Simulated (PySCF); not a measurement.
Computed shifts of a molecule C₂H₆N₂OSi, PySCF with KT2/pcSseg-1, GIAO, gas phase, atoms alike by connectivity averaged where their shifts nearly agree, in ppm (number of nuclei): ¹³C: 118.4 (1), 1.7 (1). ²⁹Si: -37.4 (1). ¹⁵N: 59.1 (1), 36.6 (1). ¹H: 5.18 (1), 1.31 (1), 1.07 (1), 0.58 (3). References: ¹³C against TMS (σ = 185.1 ppm); ²⁹Si against TMS (σ = 361.9 ppm); ¹⁵N against NH3 (σ = 266.2 ppm); ¹⁷O against H2O (σ = 330.4 ppm); ¹H against TMS (σ = 31.47 ppm), references at their B3LYP-D3(BJ)/def2-TZVP geometries, non-relativistic. Geometry: B3LYP-D3(BJ)/def2-SVP. Other conformers were not sampled.

Which structure fits?
A) C[Si@@H](N)OC#N
B) C[Si@@H](N)N=C=O
C) C[Si@@]1(N)N=CO1
D) N[Si@]1(O)C=NC1

B, C[Si@@H](N)N=C=O
